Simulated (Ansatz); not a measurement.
## Nudged elastic band run: C₃H₁₁ClSi₂

Input:

```yaml
crystal:
  periodic: [false, false, false]
  atoms:
    - { symbol: C, position_ang: [-2.154618, -1.762406, -0.828537] }
    - { symbol: Si, position_ang: [-0.878707, -0.933374, 0.253811] }
    - { symbol: C, position_ang: [-0.129593, 0.536976, -0.658727] }
    - { symbol: C, position_ang: [0.684036, 1.491832, 0.243008] }
    - { symbol: Si, position_ang: [2.289394, 0.794002, 0.964712] }
    - { symbol: Cl, position_ang: [1.127455, 3.014406, -0.733592] }
    - { symbol: H, position_ang: [-1.710372, -2.122496, -1.761127] }
    - { symbol: H, position_ang: [-2.962788, -1.072632, -1.088831] }
    - { symbol: H, position_ang: [-2.600981, -2.621632, -0.319016] }
    - { symbol: H, position_ang: [0.16148, -1.874629, 0.59583] }
    - { symbol: H, position_ang: [-1.490604, -0.463732, 1.475106] }
    - { symbol: H, position_ang: [-0.945415, 1.108894, -1.121353] }
    - { symbol: H, position_ang: [0.505898, 0.179969, -1.479549] }
    - { symbol: H, position_ang: [0.036528, 1.880038, 1.047861] }
    - { symbol: H, position_ang: [3.091194, 0.248057, -0.101958] }
    - { symbol: H, position_ang: [1.95707, -0.249366, 1.905332] }
    - { symbol: H, position_ang: [3.001123, 1.845593, 1.647132] }
basis:
  gaussian: { orbitals: STO-3G }
hamiltonian:
  xc: pbe0
neb:
  order_check: false
  images: 7
  f_tol: 0.05
  max_iterations: 50
  initial_path: idpp
  spring: { min: 2.0, max: 10.0 }
  final_atoms:
    - { symbol: C, position_ang: [-2.06286806, -1.10043687, 0.19133771] }
    - { symbol: Si, position_ang: [-0.41875071, -1.40656193, -0.64083187] }
    - { symbol: C, position_ang: [0.38094487, 0.20755142, -1.19994167] }
    - { symbol: C, position_ang: [0.47021914, 1.29825931, -0.10978428] }
    - { symbol: Si, position_ang: [1.61261303, 0.92685208, 1.35403197] }
    - { symbol: Cl, position_ang: [1.06055582, 2.88186906, -0.89215978] }
    - { symbol: H, position_ang: [-2.74032444, -0.5386997, -0.45873304] }
    - { symbol: H, position_ang: [-1.94589182, -0.53489541, 1.12046293] }
    - { symbol: H, position_ang: [-2.55191688, -2.04676579, 0.44107956] }
    - { symbol: H, position_ang: [-0.60652092, -2.22749033, -1.81411318] }
    - { symbol: H, position_ang: [0.4681, -2.09829214, 0.26502176] }
    - { symbol: H, position_ang: [-0.19851616, 0.60752309, -2.04305082] }
    - { symbol: H, position_ang: [1.3870285, -0.00390471, -1.58572522] }
    - { symbol: H, position_ang: [-0.54353417, 1.54934349, 0.24621687] }
    - { symbol: H, position_ang: [2.90739835, 0.53049246, 0.85886448] }
    - { symbol: H, position_ang: [1.0372852, -0.14803813, 2.12711166] }
    - { symbol: H, position_ang: [1.72527824, 2.10269409, 2.18031492] }
```

Run as:

```bash
$ ansatz run input.yaml --threads 1 --pin off --max-ram 2048MiB --backend cpu --events-out ev --progress --plain --runs-dir out
```

Output, in part (warnings, iteration lines, the closing report on the highest movable image, with atoms numbered from 0):

```
NEB end point (image 0): max|allowed force component| = 4.545e-3 eV/Å (the criterion of neb.relax_end_points is 1.000e-2)
NEB end point (image 8): max|allowed force component| = 6.439e-3 eV/Å (the criterion of neb.relax_end_points is 1.000e-2)
NEB iter   1: max|band force component| = 2.010e0 eV/Å  barrier→ = 0.3689 eV  barrier← = 0.3618 eV  Δτ_max = 0.2000 Å  (196 SCF iters)
NEB iter   2: max|band force component| = 8.145e-1 eV/Å  barrier→ = 0.0930 eV  barrier← = 0.0859 eV  Δτ_max = 0.1085 Å  (174 SCF iters)
NEB iter   3: max|band force component| = 3.419e-1 eV/Å  barrier→ = 0.0671 eV  barrier← = 0.0600 eV  CI = image 4  Δτ_max = 0.0748 Å  (171 SCF iters)
NEB iter   4: max|band force component| = 9.215e-2 eV/Å  barrier→ = 0.0611 eV  barrier← = 0.0540 eV  CI = image 4  Δτ_max = 0.0889 Å  (168 SCF iters)
NEB iter   5: max|band force component| = 7.040e-2 eV/Å  barrier→ = 0.0568 eV  barrier← = 0.0497 eV  CI = image 4  Δτ_max = 0.1060 Å  (169 SCF iters)
NEB iter   6: max|band force component| = 6.495e-2 eV/Å  barrier→ = 0.0545 eV  barrier← = 0.0474 eV  CI = image 4  Δτ_max = 0.1110 Å  (168 SCF iters)
NEB iter   7: max|band force component| = 3.250e-2 eV/Å  barrier→ = 0.0526 eV  barrier← = 0.0455 eV  CI = image 4  Δτ_max = 0.0867 Å  (168 SCF iters)
NEB iter   8: max|band force component| = 4.478e-1 eV/Å  barrier→ = 0.0519 eV  barrier← = 0.0448 eV  CI = image 4  Δτ_max = 0.1970 Å  (24 SCF iters)
NEB iter   9: max|band force component| = 1.225e-1 eV/Å  barrier→ = 0.0515 eV  barrier← = 0.0444 eV  CI = image 4  Δτ_max = 0.0725 Å  (167 SCF iters)
NEB iter  10: max|band force component| = 6.384e-2 eV/Å  barrier→ = 0.0515 eV  barrier← = 0.0444 eV  CI = image 4  Δτ_max = 0.0104 Å  (167 SCF iters)
NEB iter  11: max|band force component| = 1.499e-2 eV/Å  barrier→ = 0.0515 eV  barrier← = 0.0444 eV  CI = image 4  Δτ_max = 0.0000 Å  (282 SCF iters)
Total energy: -31198.56630982 eV, -1146.5261647381 hartree
Atom 0 at    -2.400291    -1.371080    -0.450305 Å, force    -0.000305     0.001501     0.000455 eV/Å
Atom 1 at    -0.602341    -1.283883     0.047170 Å, force    -0.000193    -0.005201    -0.001494 eV/Å
Atom 2 at     0.269986     0.105099    -0.895313 Å, force    -0.001072     0.001823     0.003012 eV/Å
Atom 3 at     0.609328     1.338402    -0.026502 Å, force     0.000356    -0.001989    -0.004080 eV/Å
Atom 4 at     2.073381     1.131782     1.156149 Å, force     0.002627     0.000738     0.004512 eV/Å
Atom 5 at     1.011572     2.777960    -1.138288 Å, force     0.001323     0.002340    -0.000128 eV/Å
Atom 6 at    -2.506596    -1.570730    -1.520630 Å, force     0.000212     0.000066    -0.000101 eV/Å
Atom 7 at    -2.918357    -0.432030    -0.234166 Å, force    -0.000696    -0.000115    -0.000172 eV/Å
Atom 8 at    -2.918281    -2.168990     0.090258 Å, force     0.000531     0.000266     0.000172 eV/Å
Atom 9 at     0.051184    -2.537671    -0.248207 Å, force     0.000094    -0.000246     0.000179 eV/Å
Atom 10 at    -0.507356    -1.045105     1.468202 Å, force     0.001104     0.001006    -0.000688 eV/Å
Atom 11 at    -0.387327     0.427500    -1.713929 Å, force    -0.000290    -0.000023     0.000253 eV/Å
Atom 12 at     1.187289    -0.271712    -1.365241 Å, force    -0.000371    -0.000330     0.000618 eV/Å
Atom 13 at    -0.290613     1.676360     0.515165 Å, force     0.000308    -0.000338     0.000681 eV/Å
Atom 14 at     3.250834     0.812328     0.387930 Å, force    -0.001184    -0.000106    -0.001583 eV/Å
Atom 15 at     1.792709     0.055032     2.075460 Å, force    -0.001569    -0.000337    -0.000688 eV/Å
Atom 16 at     2.265978     2.356239     1.892349 Å, force    -0.000877     0.000943    -0.000949 eV/Å
Dipole moment:    -0.127327    -0.465150     0.303366 e Å
```

It converged. The band force fell under the threshold earlier too, but the program's further tests of the path sent the band on. Another band between the same ends (7 images) ends at a top of the same energy, where a vibrational analysis finds 1 clearly imaginary mode. Limits of this set-up: minimal basis.

Final band (atoms are numbered from 1 in the order of the input):

```
image  path coordinate (Å)  energy (eV)  dihedral H11–Si2–C3–H12 (°)
    0                 0.00        0.000                          -75
    1                 1.38        0.018                          -98
    2                 2.12        0.037                         -112
    3                 2.70        0.048                         -123
    4                 3.25        0.051                         -134
    5                 3.90        0.047                         -146
    6                 4.60        0.035                         -159
    7                 5.51        0.019                         -173
    8                 7.05        0.007                          168
```

Time of the run: 5.3 min on 1 thread of Arm Neoverse V2, with other jobs on the host, peak memory 0.15 GiB.
